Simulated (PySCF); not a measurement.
N-methyl-N-silylethenamine (C3H9NSi), SMILES [SiH3]N(C)C=C. Atoms are numbered in the order given.

```xyz
14

C      1.7304    -1.2345     0.4235
C      1.3117     0.0402     0.3285
N      0.0307     0.4880     0.0184
C     -0.2459     1.8969     0.2683
Si    -1.2240    -0.6394    -0.4822
H      1.0635    -2.0921     0.3004
H      2.7809    -1.4464     0.6250
H      2.0340     0.8506     0.4890
H     -1.2096     2.1813    -0.1768
H     -0.2896     2.1345     1.3477
H      0.5322     2.5353    -0.1862
H     -0.7329    -1.4743    -1.6140
H     -1.6477    -1.5602     0.6159
H     -2.3864     0.1908    -0.9003
```

Coordinates come from a B3LYP-D3(BJ)/def2-SVP optimisation. Other conformers were not sampled.

Two levels are set side by side: PBE/pcSseg-1 (PySCF) and HF/pcSseg-1 (PySCF). GIAO shifts against NH3 (¹⁵N), TMS (²⁹Si), TMS (¹H), TMS (¹³C) at the same level; non-relativistic, no solvent, atoms listed together averaged. Differences are taken from unrounded values.

| quantity | HF | PBE | PBE minus HF |
|---|---|---|---|
| δ(¹³C) of C1 (ppm) | 93.2 | 90.4 | -2.8 |
| δ(¹³C) of C2 (ppm) | 157.1 | 150.2 | -6.9 |
| δ(¹⁵N) of N3 (ppm) | 41.2 | 77.3 | 36.2 |
| δ(¹³C) of C4 (ppm) | 39.4 | 45.4 | 6.0 |
| δ(²⁹Si) of Si5 (ppm) | -46.4 | -51.7 | -5.3 |
| δ(¹H) of H6, H7 (ppm) | 4.45 | 4.31 | -0.14 |
| δ(¹H) of H8 (ppm) | 6.44 | 6.34 | -0.10 |
| δ(¹H) of H9, H10, H11 (ppm) | 2.93 | 3.17 | 0.24 |

Rough cost on one machine, each run with all the roots and properties that it gave: HF against PBE within a factor of 2.
